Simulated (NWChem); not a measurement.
CH4BClFN; SMILES CNB(F)Cl

```xyz
9

B      0.2245    -0.1078     0.0000
Cl    -0.3198    -1.7939     0.0000
F      1.5333     0.1303     0.0000
N     -0.6951     0.9357     0.0000
C     -0.3751     2.3424     0.0000
H     -1.6807     0.7048     0.0000
H     -0.7739     2.8540     0.8919
H     -0.7739     2.8540    -0.8919
H      0.7155     2.4678     0.0000
```
Atoms are numbered in this order, from 1.

All runs: NWChem. STO-3G and 3-21G are far too small for this property and stand as cheap habits. Geometry: optimised at PBE0/def2-SVP. GIAO values for the isolated, static molecule; σ is the absolute isotropic shielding, δ = σ(reference) − σ with the isolated reference molecule computed at the same levels (11B: boron trifluoride, 13C: tetramethylsilane, 19F: trichlorofluoromethane, 1H: tetramethylsilane, 15N: ammonia).

Estimate the computed values for Hartree-Fock/STO-3G. Quantities: δ B1 (ppm); σ Cl2 (ppm); δ F3 (ppm); δ N4 (ppm); δ C5 (ppm); δ H6 (ppm); δ H7 (rotor mean) (ppm).


```
Property                 Result
-----------------------  ------
δ B1 (ppm)                 14.5
σ Cl2 (ppm)              1114.3
δ F3 (ppm)                 -7.2
δ N4 (ppm)                 27.0
δ C5 (ppm)                 35.1
δ H6 (ppm)                 2.13
δ H7 (rotor mean) (ppm)    2.10
```
